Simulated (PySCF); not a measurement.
Bonds broken one at a time in the series silaethenyl-X. Gas-phase values, no solvent. One relaxed conformer stands for each flexible species; it need not be the lowest. Strings in code marks are SMILES.

The four lowest singlet excitations (Tamm–Dancoff). These are ωB97X-D3(BJ)/def2-TZVP // PBE0-D3(BJ)/def2-TZVP run with PySCF 2.14.0 values and carry that method's errors. Excitations are Tamm–Dancoff values on a coarser integration grid. The basis has no diffuse functions, so Rydberg states are missing or too high.

```tsv
state	energy (eV)	wavelength (nm)	oscillator strength
S1	5.59	222	0.030
S2	5.67	219	0.339
S3	6.54	190	0.045
S4	7.20	172	0.005
```

Task: Say which member gives these states.
(A) `C=[SiH]C#N`
(B) `C=[SiH]Cl`
(C) `C=[SiH]CC` (C–Si–C–C torsion 1°)
(D) `C=[SiH]N(C)C` (C–Si–N–C torsion 0°)

Result: B, `C=[SiH]Cl`
